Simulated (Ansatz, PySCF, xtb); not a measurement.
Potential energy curve for CB (cation, charge +1), lowest triplet found (which spin is the ground state isn't settled by this scan).

UKS-M06-2X/6-31G* = unrestricted M06-2X/6-31G*, spherical d run with PySCF 2.14.0; UKS-B3LYP/3-21G = unrestricted B3LYP/3-21G (PySCF); GFN1-xTB (xtb); FCI = full CI/aug-cc-pVDZ, frozen core run with Ansatz (a program for electronic structure).

Energies relative to the lowest point of each curve between 1.25 and 1.71 Å, where full CI is lowest, in kcal/mol; the last columns give the difference from FCI:

```csv
R / Å,UKS-M06-2X/6-31G*,UKS-B3LYP/3-21G,GFN1-xTB,FCI,UKS-M06-2X/6-31G* − FCI,UKS-B3LYP/3-21G − FCI,GFN1-xTB − FCI
1.16,74.3,79.5,36.5,88.1,-13.8,-8.5,-51.5
1.25,31.9,35.9,8.4,41.5,-9.6,-5.6,-33.1
1.32,13.5,16.4,0.4,20.0,-6.5,-3.6,-19.6
1.39,3.8,5.6,0.0,7.6,-3.8,-2.0,-7.6
1.47,0.0,0.6,5.5,1.2,-1.2,-0.6,4.3
1.53,0.1,0.0,12.1,0.0,0.1,0.0,12.1
1.58,1.1,0.4,18.6,0.7,0.4,-0.3,17.9
1.62,1.9,1.0,24.2,2.0,-0.1,-1.0,22.2
1.67,2.9,2.0,31.4,4.4,-1.5,-2.4,27.0
1.71,3.3,2.7,37.3,6.7,-3.4,-4.0,30.6
```

UKS-M06-2X/6-31G* is furthest from FCI at 1.16 (-13.8 kcal/mol, below); its mean absolute difference over the points is 4.0 kcal/mol.

UKS-B3LYP/3-21G is furthest from FCI at 1.16 (-8.5 kcal/mol, below); its mean absolute difference over the points is 2.8 kcal/mol.

GFN1-xTB is furthest from FCI at 1.16 (-51.5 kcal/mol, below); its mean absolute difference over the points is 22.6 kcal/mol.

The scan ran from 1.16 to 5.49 Å; beyond the distances shown full CI changes its symmetry label. The unrestricted determinant behind UKS-M06-2X/6-31G* is spin-contaminated at 1.16 to 1.67 Å (<S²> up to 2.8, against 2.00 for a pure triplet). The unrestricted determinant behind UKS-B3LYP/3-21G is spin-contaminated at 1.16 to 1.71 Å (<S²> up to 2.8, against 2.00 for a pure triplet). Also computed but left out beside FCI, since their determinant holds another spin at the minimum (<S²> over 0.7 above the pure value): UHF, UMP2, UCCSD, UCCSD(T), UKS-PBE0, UMP2/6-31G*.
